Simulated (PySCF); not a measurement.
Cobalt: a sound run and one with changed settings

Sound run: Co²⁺ [Ar] 3d7, Co³⁺ [Ar] 3d6. Computed with PySCF 2.14 in cc-pVTZ-DK (7s6p4d2f1g, 68 functions), with scalar relativity by spin-free X2C-1e. In the sound run the correlated levels freeze [Ar]. The sound run starts from symmetry-adapted Hartree-Fock orbitals and uses a fine grid where one is needed.

A second run was set up differently.

```json
{"species": "Co²⁺", "method": "UHF", "sound run (hartree)": "-1391.05544", "changed run (hartree)": "-1391.05544", "converged": "yes"}
{"species": "Co²⁺", "method": "PBE", "sound run (hartree)": "-1392.06715", "changed run (hartree)": "-1392.06715", "converged": "yes"}
{"species": "Co²⁺", "method": "LDA", "sound run (hartree)": "-1389.61950", "changed run (hartree)": "-1389.61950", "converged": "yes"}
{"species": "Co²⁺", "method": "MP2", "sound run (hartree)": "-1391.23974", "changed run (hartree)": "-1391.23479", "converged": "yes"}
{"species": "Co³⁺", "method": "UHF", "sound run (hartree)": "-1389.90890", "changed run (hartree)": "-1389.90890", "converged": "yes"}
{"species": "Co³⁺", "method": "PBE", "sound run (hartree)": "-1390.81224", "changed run (hartree)": "-1390.81224", "converged": "yes"}
{"species": "Co³⁺", "method": "LDA", "sound run (hartree)": "-1388.35538", "changed run (hartree)": "-1388.35538", "converged": "yes"}
{"species": "Co³⁺", "method": "MP2", "sound run (hartree)": "-1390.02605", "changed run (hartree)": "-1390.02351", "converged": "yes"}
```

Ionisation energy of Co²⁺:

| method | sound run (eV) | changed run (eV) |
| --- | --- | --- |
| UHF | 31.199 | 31.199 |
| PBE | 34.148 | 34.148 |
| LDA | 34.399 | 34.399 |
| MP2 | 33.026 | 32.961 |
| SCS-MP2 | 33.123 | 33.059 |

Q: What was changed?
A. level shift left on
B. all electrons correlated in a valence basis
C. minimal basis
D. too few SCF iterations

A: A. It used initial guess 1e, at most 50 SCF cycles, level shift 0.1 hartree. A level shift leaves the converged SCF energy unchanged but raises the virtual orbital energies, which shrinks MP2 if it is not removed.
